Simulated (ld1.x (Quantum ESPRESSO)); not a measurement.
u(r) = r·R(r): atom against pseudo-atom (oxygen)

Columns: radius, all-electron u(r) and pseudo u(r) of the 2s shell (level -24.21 eV) of oxygen in the configuration [He] 2s1 2p5; LDA (PZ), scalar-relativistic, TM scheme, ld1.x (Quantum ESPRESSO) 7.5.

```tsv
r (bohr)	all-electron	pseudo
0.068	0.3873	-0.0824
0.135	0.3975	-0.1606
0.202	0.2425	-0.2340
0.270	0.0239	-0.3057
0.338	-0.2007	-0.3824
0.405	-0.4015	-0.4741
0.473	-0.5731	-0.5885
0.540	-0.7077	-0.7084
0.608	-0.8104	-0.8104
0.675	-0.8818	-0.8818
0.742	-0.9275	-0.9275
0.810	-0.9520	-0.9520
0.878	-0.9588	-0.9588
0.945	-0.9517	-0.9517
1.013	-0.9335	-0.9335
1.080	-0.9076	-0.9076
1.148	-0.8753	-0.8753
1.215	-0.8394	-0.8394
1.283	-0.8002	-0.8002
1.350	-0.7600	-0.7600
1.418	-0.7186	-0.7186
1.485	-0.6778	-0.6778
1.553	-0.6370	-0.6370
1.620	-0.5977	-0.5977
1.688	-0.5592	-0.5592
1.755	-0.5226	-0.5226
```

How many radial nodes do the two functions have?

The all-electron 2s function has n − l − 1 = 1; the pseudo-wave has 0, since the states of the same l below it are removed with the core.

At about which radius was the pseudo-wave matched?

0.60 bohr, where the columns begin to agree (steps of 0.07 bohr).

Where does each function peak?

Outermost all-electron maximum near 0.88 bohr, pseudo maximum near 0.88 bohr (to the table’s step).

Is the pseudo-wave norm-conserving?

Yes: the TM scheme keeps the norm inside the radius equal to the all-electron one, which fixes the energy derivative of the logarithmic derivative at the level.
